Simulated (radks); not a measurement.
Results of a calculation; reference values are marked as such.
All-electron atom: the strontium ion Sr3+ in [Ar] 3d9 4s2 4p6 (not the ground configuration).

Code: a radial shooting solver on a logarithmic mesh with Libxc functionals. Model: scalar-relativistic Kohn-Sham, PBE, spin-unpolarised, spherical densities, point nucleus.

Energy parts (hartree):
| part | energy |
|---|---|
| total | -3173.06970 |
| kinetic | 3254.27015 |
| electron-nucleus | -7587.28084 |
| Hartree | 1263.17571 |
| exchange-correlation | -103.23473 |

Orbitals (lengths in bohr, moments of r in powers of bohr; r(90%) holds 90 % of the orbital's charge):
orbital  occ.  eigenvalue (hartree)       <r^4>   <1/r>  r(90%)     <r^2>
1s          2             -587.5554  0.00001103   38.99  0.0701  0.002067
2s          2             -81.23513    0.002119   8.704   0.266   0.03506
2p          6             -72.39306    0.001526   8.497   0.245   0.02765
3s          2             -13.95945      0.1162   2.945   0.722    0.2729
3p          6             -11.10024      0.1320   2.795   0.746    0.2829
3d          9              -6.40300      0.1629   2.556   0.782    0.2859
4s          2              -2.66569       5.323   1.046    1.88     1.880
4p          6              -1.94416       8.777  0.9224    2.13     2.372

The highest occupied level is 4p at -52.903 eV. Summed over all electrons, <r^2> = 23.05 bohr^2, which gives a Langevin (diamagnetic) susceptibility term of -18.3 x 10^-6 cm^3/mol.
